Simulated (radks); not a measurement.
Values are calculated unless marked as measured or tabulated.
Problem. The mean radii <r> (bohr) of the occupied orbitals of an atom or ion are listed with their occupations. Level of theory: Dirac Kohn-Sham, PBE, spin-unpolarised, spherical densities, point nucleus (a radial shooting solver on a logarithmic mesh with Libxc functionals).

| orbital | occ. | <r> |
|---|---|---|
| 1s1/2 | 2 | 0.02190 |
| 2s1/2 | 2 | 0.09277 |
| 2p1/2 | 2 | 0.07748 |
| 2p3/2 | 4 | 0.08433 |
| 3s1/2 | 2 | 0.2438 |
| 3p1/2 | 2 | 0.2335 |
| 3p3/2 | 4 | 0.2464 |
| 3d3/2 | 4 | 0.2186 |
| 3d5/2 | 6 | 0.2226 |
| 4s1/2 | 2 | 0.5373 |
| 4p1/2 | 2 | 0.5448 |
| 4p3/2 | 4 | 0.5698 |
| 4d3/2 | 4 | 0.5855 |
| 4d5/2 | 6 | 0.5933 |
| 5s1/2 | 2 | 1.066 |
| 5p1/2 | 0.333333 | 1.110 |
| 5p3/2 | 0.666667 | 1.148 |

Name the element and its charge. Open shells, if any, are shared by 2j + 1.

Solution. Z = 64, gadolinium, charge +15: Gd15+ in [Kr] 4d10 5s2 5p1. The 1s radius gives Z: for a bare nucleus <r> = (2 gamma + 1)/(2Z) with gamma = sqrt(1 - (Z/c)^2), 0.02163 bohr for Z = 64, and screening makes it slightly larger (0.02190 here). The occupations add up to 49, and the charge is Z minus that.
